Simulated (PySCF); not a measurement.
CH₅BrO₃Si. Atoms are numbered in the order given.

```xyz
11

C      2.4538    -0.8746     0.1670
O      1.1952    -1.3736    -0.2588
Si    -0.2665    -0.7460     0.1798
O     -0.4664    -0.9418     1.8112
O     -1.4822    -1.5303    -0.6241
Br    -0.3025     1.4454    -0.3537
H      2.5836    -0.9821     1.2660
H      3.2475    -1.4585    -0.3403
H      2.5806     0.1987    -0.0989
H     -1.2641    -0.5330     2.1895
H     -1.5243    -1.3569    -1.5808
```

The structure is a stationary point at PBE-D3(BJ)/def2-SVP. Other conformers were not sampled.

Vertical ionisation energy (IE) and electron affinity (EA) in eV. Rows of orbital energies are one-electron estimates. Where ΔSCF, EOM or ADC give a negative EA the extra electron is unbound and the value depends on the basis.

| level | IE | EA |
|---|---|---|
| −ε(HOMO), −ε(LUMO), CAM-B3LYP/def2-TZVP (PySCF) | 9.86 | -1.07 |
| −ε(HOMO), −ε(LUMO), PBE/def2-TZVP (PySCF) | [?] | [?] |

Problem. Some entries are withheld; supply them. (The exact figures need the calculation; the answer reports its results.)

Solution. 
- −ε(HOMO), −ε(LUMO), PBE/def2-TZVP (PySCF), IE: 6.99
- −ε(HOMO), −ε(LUMO), PBE/def2-TZVP (PySCF), EA: 0.76
